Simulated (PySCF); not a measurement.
Species: C₄H₅B.
SMILES: `C(C#C)(B)=C`

Computed, not measured: MP2 and CCSD/aug-cc-pVDZ in PySCF, restricted Hartree–Fock reference, frozen core, non-relativistic, gas phase, PBE0-D3(BJ)/def2-SVP geometry.

E(HF) = -178.98245 Eh.

(1) How large is the problem?

(2) What are the MP2 and CCSD correlation energies?

(3) What is the T1 diagnostic?

(4) How does correlation change the dipole moment?

Answers

(1) 160 basis functions and 34 electrons; 5 orbitals frozen, which leaves o = 12 correlated occupied and v = 143 virtual orbitals. That is o·v = 1716 singles and o·v(o·v + 1)/2 = 1473186 distinct closed-shell doubles amplitudes before symmetry; the costliest CCSD step grows as o²v⁴ = 6.0 × 10^10.

(2) MP2 -0.6114 Eh and CCSD -0.6537 Eh, which gives totals of -179.59384 and -179.63615 Eh. That is 0.741 eV for each correlated electron at CCSD (1716 kJ/mol in all, 0.364 % of the total energy); MP2 gives 93.5 % of the CCSD value.

(3) 0.0120, below the customary warning level of 0.02. It is the norm of the spatial-orbital singles amplitudes over the root of the number of correlated electrons, so the norm is 0.059.

(4) HF gives 1.23 D and CCSD (unrelaxed density) 1.02 D, a change of -0.21 D; the two vectors are 11° apart.

No triples correction and no basis-set extrapolation were made.
